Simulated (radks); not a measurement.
Values are calculated unless marked as measured or tabulated.
Effect of the nuclear size on neutral tantalum, [Xe] 4f14 5d3 6s2. Code: a radial shooting solver on a logarithmic mesh with Libxc functionals. Model: Dirac Kohn-Sham, exchange-only LDA, spin-unpolarised, spherical densities, finite nucleus; open shells fill j = l - 1/2 first; Fermi nuclear charge, rms radius 5.3507 fm. The rms radius is varied about that value; shifts are against it.

| rms radius (fm) | total energy shift (eV) | density at nucleus (e/bohr^3) | 1s1/2 shift (meV) | 2s1/2 shift (meV) | 5s1/2 shift (meV) | 5p1/2 shift (meV) | 6s1/2 shift (meV) | 5d3/2 shift (meV) | 6p1/2 (empty) shift (meV) |
|---|---|---|---|---|---|---|---|---|---|
| 4.6605 | -12.9 | 1.369e+06 | -5240 | -731 | -6.39 | 0.420 | -0.404 | 0.389 | 0.130 |
| 4.8905 | -8.73 | 1.347e+06 | -3550 | -495 | -4.33 | 0.284 | -0.274 | 0.263 | 0.088 |
| 5.3507 | 0 | 1.307e+06 | 0.000 | 0.000 | 0.000 | 0.000 | 0.000 | 0.000 | 0.000 |
| 5.8537 | 10.1 | 1.268e+06 | 4120 | 575 | 5.02 | -0.330 | 0.318 | -0.306 | -0.102 |
| 6.6563 | 27.5 | 1.214e+06 | 11200 | 1560 | 13.6 | -0.894 | 0.863 | -0.830 | -0.277 |

Slopes of the eigenvalues against <r^2> in GHz/fm^2, as finite differences over the two radii next to the reference (eigenvalue slopes, not the field-shift constants of lines): 1s1/2 179000, 2s1/2 25000, 5s1/2 219, 5p1/2 -14.3, 6s1/2 13.8, 5d3/2 -13.3, 6p1/2 (empty) -4.43.
